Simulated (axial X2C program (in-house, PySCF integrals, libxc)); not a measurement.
NSnO²⁺: properties at the nuclei

Computed with an axial X2C code built on PySCF integrals: two-component X2C with atomic mean-field Coulomb and Gaunt terms, Gaussian nuclei, basis N dyall-av3z, Sn dyall-v3z, O dyall-av3z with contracted cores.

N–Sn–O held linear, with bonds 2.386 and 2.073 Å (near the PBE0 minimum at charge 2 of the determinant lowest at the starting distance; the state shown can have its own minimum elsewhere, held linear; other orders of the atoms were not compared).

Input and command:
```json
{"zs": [7, 50, 8], "q": 2, "bas": ["dyall-av3z", "dyall-v3z", "dyall-av3z"], "r0": [1.9, 1.87], "symm": 0, "scan": ["PBE0", "HF", "BHandHLYP"], "levels": ["PBE0", "HF", "TPSSh"], "nst": 2}
```
```bash
python solin.py task.json out
```

Keys: zs atomic numbers; q charge; bas basis sets; r0 starting distance in Å; symm equal bonds; scan levels of the two-bond scan; levels methods; nst determinants followed.

Determinant lowest in the PBE0 search, Ω = 1/2 (⟨Sz⟩ = -0.50, ⟨Lz⟩ = 1.00 at PBE0), spin on the atoms N -1.33, Sn 0.03, O 0.81:

| level | Eeff magnitude (GV/cm) | Ws magnitude Sn (kHz) | A∥/gI N (MHz) | qzz N (a.u.) | A∥/gI Sn (MHz) | qzz Sn (a.u.) | A∥/gI O (MHz) | qzz O (a.u.) |
| --- | --- | --- | --- | --- | --- | --- | --- | --- |
| PBE0 | 15.4 | 18.1 | 117 | 0.68 | 2350 | -4.83 | 841 | 1.29 |
| HF | 23.7 | 28.1 | -81.2 | 0.32 | 1160 | -3.45 | 1020 | 1.75 |
| TPSSh | 13.1 | 15.5 | 99.1 | 0.74 | 2370 | -4.84 | 779 | 1.12 |

Determinant 0.36 eV from it at PBE0 and this distance, Ω = 5/2 (⟨Sz⟩ = 1.50, ⟨Lz⟩ = 1.00 at PBE0), spin on the atoms N 1.29, Sn -0.07, O 0.28:

| level | Eeff magnitude (GV/cm) | Ws magnitude Sn (kHz) | A∥/gI N (MHz) | qzz N (a.u.) | A∥/gI Sn (MHz) | qzz Sn (a.u.) | A∥/gI O (MHz) | qzz O (a.u.) |
| --- | --- | --- | --- | --- | --- | --- | --- | --- |
| PBE0 | 14 | 3.3 | -30.4 | 0.82 | -558 | -5.57 | 103 | 1.16 |
| HF | 25 | 5.94 | 10.8 | 0.38 | -364 | -4.16 | 92.6 | 1.78 |
| TPSSh | 10.7 | 2.53 | -27.7 | 0.88 | -492 | -5.45 | 95 | 0.96 |

Eeff is the effective electric field on the electron electric dipole moment in this Ω state and Ws the scalar–pseudoscalar constant of the nucleus named (defined with the proton number Z and per Ω); A∥ (defined per Ω) follows by multiplying with gI = μI/(I μN); qzz is the electric field gradient, eQq0 = 234.96 MHz × Q/barn × qzz. The operators were transformed with the bare-nucleus X2C matrices; with these basis sets, hyperfine constants and field gradients can be off by tens of per cent, and where levels differ in sign neither size nor sign is settled.

**Question.** With gI(17O) = -0.7575, Q(17O) = -0.02558 barn (g factors from the IAEA table of nuclear moments by Stone; Q from Pyykkö, Mol. Phys. 2018), turn the PBE0 values of the first state into constants in MHz.

**Answer.** A∥(17O) = 841 × -0.7575 = -637 MHz; eQq0(17O) = 234.96 × (-0.02558) × (1.29) = -7.75 MHz.

The molecule was held linear; bending was not examined, so a bent shape may lie lower.

Each state is one determinant with collinear spin, which with several unpaired electrons need not be a pure state. Unrestricted Hartree–Fock can overshoot spin polarisation at the nuclei. With several open shells hyperfine constants can be off by a factor of several. Where Eeff spreads by more than a factor of two the levels disagree and none is to be relied on. In the state Ω = 1/2 the atomic spins oppose each other (-1.33, 0.03, 0.81): a broken-symmetry determinant whose values are not spin-projected. States lie within half an eV, so the first need not be the ground state. Where a field gradient or hyperfine factor spreads by more than a factor of two over the levels, a constant derived from it is not to be relied on. PBE0 term energies can be off by some tenths of an eV.
